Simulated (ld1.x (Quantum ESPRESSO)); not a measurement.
Results of a calculation; reference values are marked as such.
Potentials for Ti (Z = 22) compared

Generated with ld1.x 7.5 (TM, RRKJ, ultrasoft, PAW), atompaw 4.2 or ONCVPSP 4.0.1. The cutoff is in Ry: for ld1.x and atompaw files where the sum of valence levels is converged to 10 mRy in a Bessel basis, for ONCV files where the hardest occupied wave has 1 mHa per electron of residual kinetic energy. The error is the largest all-electron minus pseudo excitation energy over each file’s own four to seven test configurations (ionisations up to +4, promotions, holes and added fractions of an electron), all of which were solved. The labels leave out finer settings (local radius, basis sizes, second energies), which also bear on the numbers. Spin-polarised tests are not counted. The rows are a selection from randomly drawn settings: files with unsolved tests, undetermined cutoffs or missed reference levels are left out.

A true bound ghost makes a file unfit for plane-wave use even where its test errors are small: the radial tests pick states by their node count and pass the ghost by.

| potential | cutoff (Ry) | largest error (meV) | bound ghosts |
| --- | --- | --- | --- |
| PAW, LDA (PZ), scalar-relativistic, rc 3.00/1.80/2.00 (spd), local smoothed, core correction yes, reference 3p6 3d2 4s1 4p0 | 25 | -85 | s |
| ultrasoft, revPBE, scalar-relativistic, rc 3.35/3.15/2.30 (spd), local smoothed, core correction no, reference 3d2 4s2 4p0 | 18 | +334 | none |

(1) Fill in the row for Ti: RRKJ, LDA (PZ), fully relativistic, rc 2.75/4.15/2.25/4.30 (spdf), local s, core correction yes, reference 3d2 4s2 4p0.

(2) Fill in the row for Ti: ultrasoft, PBEsol, scalar-relativistic, rc 1.50/2.10/1.85 (spd), local smoothed, core correction no, reference 3s2 3p6 3d2 4s1.5 4p0.5.

(3) Fill in the row for Ti: ultrasoft, PBEsol, scalar-relativistic, rc 3.15/4.20/1.55 (spd), local smoothed, core correction no, reference 3d2 4s1.5 4p0.5.

Answers

(1) cutoff 35 Ry, largest error -259 meV, bound ghosts: none.

(2) cutoff 30 Ry, largest error +9.0 meV, bound ghosts: none.

(3) cutoff 40 Ry, largest error +316 meV, bound ghosts: none.
